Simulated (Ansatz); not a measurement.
Molecule: SiN, charge 0, multiplicity 2. 
Structure (B3LYP-D3(BJ)/def2-TZVP (Ansatz, a first-principles code) minimum search):
```
Si
N 1 1.5675
```
Charge 0, spin multiplicity 2.

Basis-set convergence of Hartree-Fock and MP2 correlation energies (hartree) with Ansatz. Correlated levels leave the core frozen unless marked. Open shells are spin-unrestricted. No spin-orbit coupling. Non-relativistic.

The UHF reference is spin-contaminated (<S^2> 0.42 over the pure value in the largest basis). The T1 diagnostic of CCSD in the largest basis is 0.079, which is high, so the coupled-cluster rows are less sure than usual.

```json
[
 {"basis": "cc-pV(D+d)Z", "functions": "37", "E(HF)": "-343.27731", "E(corr, MP2)": "-0.19915"},
 {"basis": "cc-pV(T+d)Z", "functions": "69", "E(HF)": "-343.30433", "E(corr, MP2)": "-0.24616"},
 {"basis": "cc-pV(Q+d)Z", "functions": "119", "E(HF)": "-343.31116", "E(corr, MP2)": "-0.26361"}
]
```

Extrapolating the two largest sets (X = 3 and 4) as X^-3: E(corr) = (64·(-0.26361) - 27·(-0.24616))/37 = -0.2763 Eh, an estimate of the basis-set limit. The largest set recovers 95.4 % of it, the smallest 72.1 %.
